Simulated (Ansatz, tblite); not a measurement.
Cost and result up the ladder for Ca2Te2 (the lowest singlet isomer of a short search) (4 atoms). The state is a singlet with charge 0. Geometry: PBE-D4/def2-SVP.

```xyz
4

Ca    0.832    0.483   -1.434
Ca   -0.833   -0.483    1.434
Te    1.079   -2.047   -0.064
Te   -1.078    2.047    0.064
```

Ansatz on 4 threads of Arm Neoverse V2 on a shared host; xTB runs through tblite on one thread. Times are rough, summed over both states, and most runs start from the orbitals of an earlier one. PBE0-D4/def2-TZVP serves as the yardstick here, not as an exact answer. The other state is a doublet.

In the def2 sets Te takes a core potential; there is no spin–orbit coupling. The xTB rows come from tblite. The structure comes from a short search, and lower isomers may exist.

Raw xTB energies of ions are shifted by several eV.

```tsv
level	functions	wall time	vertical IE (eV)	difference from PBE0-D4/def2-TZVP (eV)
GFN1-xTB	36	0.008 s	9.94	3.25
GFN2-xTB	36	0.016 s	9.60	2.91
PBE-D4/def2-TZVP	172	6.7 s	6.57	-0.13
PBE0-D4/def2-TZVP	172	13 s	6.69	0.00
r2SCAN-D4/def2-TZVP (with forces)	172	17 s	6.62	-0.07
```
